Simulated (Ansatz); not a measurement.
C3H8FIn, singlet, at a GFN2-xTB geometry (such geometries of metal compounds can be far from the true shape) (all electrons, no relativity); Ansatz (a first-principles code) with SC-NEVPT2/STO-3G, CASSCF(4,3).

Ansatz was given this input:
Ansatz 0.2 input:
```yaml
crystal:
  periodic: [false, false, false]
  atoms:
    - {symbol: In, position_ang: [0.11936102, 0.22882775, 0.21106917]}
    - {symbol: F, position_ang: [0.57318407, -1.63773890, 0.75446724]}
    - {symbol: C, position_ang: [1.10013966, 1.59247352, 1.71777359]}
    - {symbol: H, position_ang: [1.91830213, 2.12707571, 1.24291698]}
    - {symbol: H, position_ang: [1.47398498, 0.93620678, 2.49818013]}
    - {symbol: H, position_ang: [0.37268495, 2.29374568, 2.11637939]}
    - {symbol: C, position_ang: [-1.18196829, 0.09321262, -1.65959226]}
    - {symbol: C, position_ang: [-1.25893880, -1.34264152, -2.13265751]}
    - {symbol: H, position_ang: [-0.73201294, 0.74966737, -2.40452359]}
    - {symbol: H, position_ang: [-2.16096093, 0.48581702, -1.38342088]}
    - {symbol: H, position_ang: [-1.65601089, -1.98581412, -1.34633528]}
    - {symbol: H, position_ang: [-0.26976701, -1.71467865, -2.40228087]}
    - {symbol: H, position_ang: [-1.90896221, -1.42319729, -3.00665369]}
basis:
  gaussian:
    orbitals: STO-3G
magnetization: {spin_polarized: false}
correlation: {method: sc_nevpt2, electrons: all, active_space: {window: {electrons: 4, orbitals: 3}}}
```

### Question
Predict the main parts of the log of this Ansatz run.

### Answer

```
Functional definition: HF
757 factors; integrals over basis functions are off by at most 8.6e-5 eV
mean field evaluation 1: about -160483.8920 eV, gradient 2.1e1 eV
mean field evaluation 2: about -160484.0695 eV, gradient 2.1e1 eV
mean field evaluation 4: about -160487.0650 eV, gradient 2.0e0 eV
mean field evaluation 8: about -160487.0956 eV, gradient 1.2e-3 eV
mean field -160487.09563867 eV, -5897.7919826606 hartree, gradient 4.1e-6 eV, S^2 0.000000; 0 other end points of the search recorded, 0 dependent functions left out
reference -160487.09563867 eV, -5897.7919826606 hartree; 42, 42 occupied and 13, 13 virtual orbitals, 757 factors
state -160487.63584755 eV, -5897.8118349710 hartree
state -160487.63584755 eV, -5897.8118349710 hartree; corrected -160492.74733230 eV, -5897.9996785709 hartree
Total energy: -160492.74733230 eV, -5897.9996785709 hartree
```
